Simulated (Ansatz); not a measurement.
Results of the Gaussian-basis code of Ansatz.

Basis-set series for `[CH3][Ti]([OH])([Cl])[Cl]`. Charge 0, multiplicity 1. Geometry: relaxed with PBE0-D4/def2-TZVP. It is one conformer, not always the lowest.

```xyz
9

C    -0.5102    0.4696   -1.1443
Ti   -0.0511   -0.3472    0.6619
O     1.6677   -0.0677    0.8616
Cl   -1.2717    0.7273    2.1373
Cl   -0.5617   -2.4771    0.5080
H     0.0823   -0.0306   -1.9157
H    -1.5772    0.3310   -1.3379
H    -0.2658    1.5353   -1.1186
H     2.4878   -0.1406    1.3477
```

```json
{"functional": "PBE0-D4", "basis": "def2-SVP", "functions": "115", "energy (Eh)": "-1884.68230", "HOMO (eV)": "-8.46", "LUMO (eV)": "-2.46"}
{"functional": "PBE0-D4", "basis": "def2-TZVPP", "functions": "266", "energy (Eh)": "-1885.25352", "HOMO (eV)": "-8.49", "LUMO (eV)": "-2.49"}
{"functional": "ωB97M-V", "basis": "def2-SVP", "functions": "115", "energy (Eh)": "-1885.15188", "HOMO (eV)": "-10.81", "LUMO (eV)": "-0.17"}
{"functional": "ωB97M-V", "basis": "def2-TZVPP", "functions": "266", "energy (Eh)": "-1885.72437", "HOMO (eV)": "-10.87", "LUMO (eV)": "-0.26"}
```

Give the rows for def2-QZVPP. (An estimate is asked.)

The calculation gave: 
| functional | basis | functions | energy (Eh) | HOMO (eV) | LUMO (eV) |
| --- | --- | --- | --- | --- | --- |
| PBE0-D4 | def2-QZVPP | 467 | -1885.30337 | -8.50 | -2.51 |
| ωB97M-V | def2-QZVPP | 467 | -1885.77155 | -10.89 | -0.30 |

Scalar relativity is left out up to krypton.
